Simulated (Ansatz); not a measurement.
Geometry optimisation, DFT PBE-D3(BJ), scalar-relativistic, plane waves, PAW in Ansatz 0.2.0.

The input (input.yaml):

```yaml
crystal:
  lattice:
    - [8.1, 0.0, 0.0]
    - [0.0, 5.727565, 0.0]
    - [0.0, 0.0, 15.295674]
  atoms:
    - { symbol: Al, position: [0.25, 0.25, 0.065378] }
    - { symbol: Al, position: [0.75, 0.25, 0.065378] }
    - { symbol: Al, position: [0.25, 0.75, 0.065378] }
    - { symbol: Al, position: [0.75, 0.75, 0.065378] }
    - { symbol: Al, position: [0.0, 0.0, 0.1589921] }
    - { symbol: Al, position: [0.5, 0.0, 0.1589921] }
    - { symbol: Al, position: [0.0, 0.5, 0.1589921] }
    - { symbol: Al, position: [0.5, 0.5, 0.1589921] }
    - { symbol: Al, position: [0.25, 0.25, 0.2526062] }
    - { symbol: Al, position: [0.75, 0.25, 0.2526062] }
    - { symbol: Al, position: [0.25, 0.75, 0.2526062] }
    - { symbol: Al, position: [0.75, 0.75, 0.2526062] }
    - { symbol: Al, position: [0.0, 0.0, 0.3462204] }
    - { symbol: Al, position: [0.5, 0.0, 0.3462204] }
    - { symbol: Al, position: [0.0, 0.5, 0.3462204] }
    - { symbol: Al, position: [0.5, 0.5, 0.3462204] }
    - { symbol: Li, position: [0.749611, 0.4935964, 0.4475562] }
basis:
  ecutwfc: 420.0
kpoints:
  mp_grid: { grid: [2, 3, 1] }
hamiltonian:
  xc: pbe
  dispersion: d3bj
scf:
  occupations: { method: gaussian, width: 0.05 }
  lower_state_search: "off"
relax:
  f_tol: 0.03
  max_steps: 60
  adjacent_minimum: "off"
  constraints: [{ sites: [0, 1, 2, 3] }]
```

Launched with:

```bash
$ ansatz run input.yaml --threads 1 --pin off --max-ram 3072MiB --backend cpu --events-out ev --progress --plain --runs-dir out
```

Task: Where does it end, and by what steps?

Result: The run converged. Limits of this set-up: coarse k mesh, thin slab, slab without dipole correction. After 12 steps the energy has fallen by 0.811 eV; Li17 moved furthest, 1.47 Å.

```
step  energy less start (eV)  largest force component (eV/Å)  accepted
   0                  0.0000                           0.906       yes
   1                 -0.4119                           0.263       yes
   2                 -0.6044                           0.155       yes
   3                 -0.6630                           0.073       yes
   4                 -0.6779                           0.089       yes
   5                 -0.7034                           0.131       yes
   6                 -0.7362                           0.148       yes
   7                 -0.7677                           0.127       yes
   8                 -0.7923                           0.076       yes
   9                 -0.8068                           0.031       yes
  10                 -0.8095                           0.042       yes
  11                 -0.8104                           0.030       yes
  12                 -0.8107                           0.002       yes
```

```xyz
17
Lattice="8.1000 0.0000 0.0000 0.0000 5.7276 0.0000 0.0000 0.0000 15.2957" Properties=species:S:1:pos:R:3
Al 2.025 1.432 1.000
Al 6.075 1.432 1.000
Al 2.025 4.296 1.000
Al 6.075 4.296 1.000
Al -0.010 0.001 2.271
Al 4.060 0.001 2.271
Al -0.010 2.862 2.272
Al 4.060 2.862 2.272
Al 2.025 1.431 3.700
Al 6.075 1.430 3.647
Al 2.025 4.294 3.704
Al 6.075 4.295 3.692
Al 0.029 -0.011 4.969
Al 4.021 -0.011 4.969
Al 0.028 2.871 4.970
Al 4.022 2.871 4.970
Li 6.075 1.426 6.388
```

The run took 4.4 min on 1 thread of Intel(R) Xeon(R) Processor @ 2.50GHz (Skylake/Cascade Lake), with other jobs on the host, peak memory 0.66 GiB.
